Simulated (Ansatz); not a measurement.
Computed with Ansatz on PBE0-D4/def2-TZVP structures; ΔE is electronic, products minus reactants. CBS: MP2 limit from def2 TZ/QZ plus the TZ coupled-cluster correction, frozen cores. DFT in def2-TZVPP. B3LYP here is the variant with VWN-RPA as its local correlation; programs differ in this. def2 core potentials past Kr. For Ga, Y outer-core shells are correlated without core-valence functions, which leaves a few kJ/mol of doubt a bond. Scalar relativity is left out up to krypton. Each species was taken in one conformer, which may not be the lowest.

`C[CH]1[CH2][GaH]1` + `[CH3][Y]([OH])[F]` → `C[O][Y]([CH3])[F]` + `[CH2]1[CH2][GaH]1`  (substitution at a C–C bond)

`C[CH]1[CH2][GaH]1`:

Cartesian coordinates in Å:
```
C 0.747 1.248 -0.103
C -0.432 0.314 -0.019
C -0.267 -0.991 0.816
Ga -0.695 -1.314 -1.055
H 0.588 2.036 -0.843
H 0.938 1.728 0.866
H 1.666 0.722 -0.381
H -1.361 0.837 0.214
H 0.755 -1.198 1.132
H -0.970 -1.153 1.630
H -0.968 -2.230 -2.258
```

`[CH3][Y]([OH])[F]`:

```xyz
8

C     0.384   -0.911   -1.068
Y    -0.419    0.041    0.942
O     0.255    1.896    1.325
F    -2.196   -0.635    1.578
H     0.009   -0.360   -1.942
H     1.479   -0.888   -1.154
H     0.075   -1.955   -1.215
H     0.414    2.812    1.534
```

`C[O][Y]([CH3])[F]`:

Cartesian coordinates in Å:
```
C -1.487 1.263 1.537
O -0.702 0.903 0.450
Y 0.226 0.298 -1.222
C 1.753 -1.476 -0.878
F -0.698 0.317 -3.003
H -1.328 2.315 1.806
H -1.247 0.655 2.417
H -2.555 1.135 1.320
H 2.294 -1.775 -1.786
H 1.232 -2.377 -0.527
H 2.512 -1.258 -0.114
```

`[CH2]1[CH2][GaH]1`:

```xyz
8

C    -0.337   -0.355   -0.751
C     0.195   -0.516    0.707
Ga    0.215    1.315    0.067
H    -1.394   -0.566   -0.899
H     0.266   -0.809   -1.533
H     1.127   -1.065    0.817
H    -0.534   -0.830    1.450
H     0.463    2.827    0.143
```

```json
{"level": "PBE-D4", "ΔE (kcal/mol)": "11.6", "difference from CCSD(T)/CBS": "-1.7"}
{"level": "r2SCAN-D4", "ΔE (kcal/mol)": "11.6", "difference from CCSD(T)/CBS": "-1.7"}
{"level": "PBE0-D4", "ΔE (kcal/mol)": "12.0", "difference from CCSD(T)/CBS": "-1.3"}
{"level": "B3LYP-D4", "ΔE (kcal/mol)": "11.0", "difference from CCSD(T)/CBS": "-2.3"}
{"level": "ωB97X-V", "ΔE (kcal/mol)": "11.3", "difference from CCSD(T)/CBS": "-2.0"}
{"level": "ωB97M-V", "ΔE (kcal/mol)": "12.0", "difference from CCSD(T)/CBS": "-1.3"}
{"level": "B2PLYP", "ΔE (kcal/mol)": "11.1", "difference from CCSD(T)/CBS": "-2.2"}
{"level": "PBE", "ΔE (kcal/mol)": "10.9", "difference from CCSD(T)/CBS": "-2.4"}
{"level": "r2SCAN", "ΔE (kcal/mol)": "11.5", "difference from CCSD(T)/CBS": "-1.8"}
{"level": "PBE0", "ΔE (kcal/mol)": "11.4", "difference from CCSD(T)/CBS": "-1.9"}
{"level": "B3LYP", "ΔE (kcal/mol)": "9.9", "difference from CCSD(T)/CBS": "-3.4"}
{"level": "HF/def2-TZVPP", "ΔE (kcal/mol)": "9.2", "difference from CCSD(T)/CBS": "-4.1"}
{"level": "MP2/def2-TZVPP", "ΔE (kcal/mol)": "13.7", "difference from CCSD(T)/CBS": "0.4"}
{"level": "SCS-MP2/def2-TZVPP", "ΔE (kcal/mol)": "12.4", "difference from CCSD(T)/CBS": "-0.9"}
{"level": "CCSD/def2-TZVPP", "ΔE (kcal/mol)": "11.9", "difference from CCSD(T)/CBS": "-1.4"}
{"level": "CCSD(T)/def2-TZVPP", "ΔE (kcal/mol)": "12.1", "difference from CCSD(T)/CBS": "-1.2"}
{"level": "HF/def2-QZVPP", "ΔE (kcal/mol)": "9.1", "difference from CCSD(T)/CBS": "-4.2"}
{"level": "MP2/def2-QZVPP", "ΔE (kcal/mol)": "14.3", "difference from CCSD(T)/CBS": "1.0"}
{"level": "SCS-MP2/def2-QZVPP", "ΔE (kcal/mol)": "12.9", "difference from CCSD(T)/CBS": "-0.4"}
{"level": "HF/CBS(def2)", "ΔE (kcal/mol)": "9.0", "difference from CCSD(T)/CBS": "-4.3"}
{"level": "MP2/CBS(def2)", "ΔE (kcal/mol)": "14.9", "difference from CCSD(T)/CBS": "1.6"}
{"level": "CCSD/CBS(def2)", "ΔE (kcal/mol)": "13.0", "difference from CCSD(T)/CBS": "-0.3"}
{"level": "CCSD(T)/CBS", "ΔE (kcal/mol)": "13.3", "difference from CCSD(T)/CBS": "0"}
```

Largest T1 diagnostic among the species: 0.014.

The D4 term adds +1.1 kcal/mol with B3LYP and +0.6 kcal/mol with PBE0; it sums over pairs of atoms, weighted by their polarisabilities, and B3LYP, whose exchange is more repulsive, gets the larger term. In def2-TZVPP, CCSD(T) changes the Hartree–Fock value by +2.9 kcal/mol (the triples alone add +0.2 kcal/mol) and MP2 by +4.5 kcal/mol.
